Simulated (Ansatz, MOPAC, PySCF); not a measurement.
Pair of molecules: H2O (SMILES O) (first 3 atoms) with CH2O2 (SMILES O=CO); geometry from B3LYP-D3(BJ)/def2-TZVP, rigid monomers moved along the line of their centres of mass till O1···H8 is 2.39 Å.
(charge 0, multiplicity 1):
```tsv
atom	x (Å)	y (Å)	z (Å)
O	0.6871	0.1448	0.2076
H	0.3583	-0.3176	-0.5701
H	-0.0747	0.5990	0.6114
O	-1.0956	0.6425	3.1110
C	-0.4420	-0.0923	3.8157
O	0.5970	-0.8167	3.4301
H	-0.6489	-0.2404	4.8830
H	0.7523	-0.6572	2.4621
```

Counterpoise-corrected where a basis set is named; no monomer relaxation. Rows marked so take none.

Rows in 6-31G*, STO-3G carry no dispersion term and start afresh at each structure (6-31G* with six Cartesian d functions). The state that PM6 reach isn't checked.

The values were computed with Ansatz (Gaussian basis) for Hartree–Fock, density functionals and correlated methods; MOPAC for PM6 (differences of heats of formation); PySCF for 6-31G* rows, STO-3G rows, the dispersion terms. 

### Question
One of these levels gives -7.93 kcal/mol for the interaction energy. Which one is it?
(A) PM6
(B) HF/STO-3G (no counterpoise)
(C) PBE-D4/def2-TZVPPD
(D) HF/6-31G* (no counterpoise)

### Answer
D, HF/6-31G* (no counterpoise). The others give -4.17 (PM6), -3.61 (HF/STO-3G (no counterpoise)), -6.94 (PBE-D4/def2-TZVPPD)

Ansatz is a first-principles code.
